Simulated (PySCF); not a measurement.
H$_{7}$NSi$_{2}$, triplet, at the geometry of the source list (a higher spin typed on purpose: for a closed-shell molecule this is an excited state); DF-HF/cc-pVDZ in PySCF.

The PySCF input:
```python
from pyscf import gto, scf

mol = gto.Mole()
mol.atom = '''
    Si    1.50560000   -0.27340000    0.36250000
    N     0.07130000   -0.10200000   -0.59140000
    Si   -1.52270000    0.37580000   -0.11470000
    H     2.59990000   -0.41860000   -0.59790000
    H     1.62810000    0.93790000    1.16900000
    H     1.44940000   -1.45020000    1.23920000
    H     0.10060000   -0.60610000   -1.46300000
    H    -2.20310000   -0.66720000    0.66350000
    H    -2.24770000    0.62060000   -1.36190000
    H    -1.38140000    1.58310000    0.69470000
'''
mol.basis = 'cc-pvdz'
mol.spin = 2
mol.verbose = 4
mol.build()

mf = scf.UHF(mol)
mf = mf.density_fit(auxbasis='def2-universal-jkfit')
mf.kernel()
```

The log (banner, timings and long lists left out):

```
PySCF version 2.14.0

[INPUT] verbose = 4
[INPUT] num. atoms = 10
[INPUT] num. electrons = 42
[INPUT] charge = 0
[INPUT] spin (= nelec alpha-beta = 2S) = 2
[INPUT] symmetry False subgroup None
[INPUT] Mole.unit = angstrom
[INPUT] Symbol           X                Y                Z      unit          X                Y                Z       unit  Magmom
[INPUT]  1 Si     1.505600000000  -0.273400000000   0.362500000000 AA    2.845171653145  -0.516651122456   0.685025720155 Bohr   0.0
[INPUT]  2 N      0.071300000000  -0.102000000000  -0.591400000000 AA    0.134737472681  -0.192752064706  -1.117584030068 Bohr   0.0
[INPUT]  3 Si    -1.522700000000   0.375800000000  -0.114700000000 AA   -2.877485969875   0.710159077612  -0.216751586488 Bohr   0.0
[INPUT]  4 H      2.599900000000  -0.418600000000  -0.597900000000 AA    4.913098951257  -0.791039355743  -1.129867249877 Bohr   0.0
[INPUT]  5 H      1.628100000000   0.937900000000   1.169000000000 AA    3.076663103404   1.772374132230   2.209089839617 Bohr   0.0
[INPUT]  6 H      1.449400000000  -1.450200000000   1.239200000000 AA    2.738969044945  -2.740480825844   2.341748613561 Bohr   0.0
[INPUT]  7 H      0.100600000000  -0.606100000000  -1.463000000000 AA    0.190106448131  -1.145363004099  -2.764669320239 Bohr   0.0
[INPUT]  8 H     -2.203100000000  -0.667200000000   0.663500000000 AA   -4.163255625029  -1.260825270310   1.253833283649 Bohr   0.0
[INPUT]  9 H     -2.247700000000   0.620600000000  -1.361900000000 AA   -4.247537410185   1.172764032905  -2.573618009045 Bohr   0.0
[INPUT] 10 H     -1.381400000000   1.583100000000   0.694700000000 AA   -2.610467668474   2.991625427799   1.312792738735 Bohr   0.0

nuclear repulsion = 157.235326207929
number of shells = 36
number of NR pGTOs = 157
number of NR cGTOs = 85
basis = cc-pvdz
ecp = {}

******** <class 'pyscf.df.df_jk.DFUHF'> ********
method = DFUHF
initial guess = minao
damping factor = 0
level_shift factor = 0
DIIS = <class 'pyscf.scf.diis.CDIIS'>
diis_start_cycle = 1
diis_space = 8
diis_damp = 0
SCF conv_tol = 1e-09
SCF conv_tol_grad = None
SCF max_cycles = 50
direct_scf = False
number electrons alpha = 22  beta = 20
Set gradient conv threshold to 3.16228e-05
******** <class 'pyscf.df.df.DF'> ********
auxbasis = def2-universal-jkfit
init E= -636.323839761436

cycle= 1 E= -636.117462300661  delta_E= 0.206  |g|= 0.229  |ddm|= 2.73

cycle= 2 E= -636.176619045631  delta_E= -0.0592  |g|= 0.0878  |ddm|=  0.6
cycle= 3 E= -636.190761262876  delta_E= -0.0141  |g|= 0.0547  |ddm|= 0.201
cycle= 4 E= -636.195414733102  delta_E= -0.00465  |g|= 0.0219  |ddm|= 0.176
cycle= 5 E= -636.197136377239  delta_E= -0.00172  |g|= 0.0101  |ddm|= 0.158
cycle= 6 E= -636.197554997741  delta_E= -0.000419  |g|= 0.00528  |ddm|= 0.115
cycle= 7 E= -636.197709139712  delta_E= -0.000154  |g|= 0.00222  |ddm|= 0.107
cycle= 8 E= -636.19773997101  delta_E= -3.08e-05  |g|= 0.00111  |ddm|= 0.0532
cycle= 9 E= -636.197747980564  delta_E= -8.01e-06  |g|= 0.000552  |ddm|= 0.0284
cycle= 10 E= -636.197750229973  delta_E= -2.25e-06  |g|= 0.000229  |ddm|= 0.0181
cycle= 11 E= -636.197750527349  delta_E= -2.97e-07  |g|= 7.42e-05  |ddm|= 0.00696
cycle= 12 E= -636.197750544137  delta_E= -1.68e-08  |g|= 2.91e-05  |ddm|= 0.000901
cycle= 13 E= -636.19775054683  delta_E= -2.69e-09  |g|= 8.07e-06  |ddm|= 0.000524
cycle= 14 E= -636.197750546987  delta_E= -1.57e-10  |g|= 3.95e-06  |ddm|= 7.4e-05
Extra cycle  E= -636.197750547019  delta_E= -3.22e-11  |g|= 2.54e-06  |ddm|= 2.67e-05
converged SCF energy = -636.197750547019  <S^2> = 2.0114715  2S+1 = 3.0076379
```
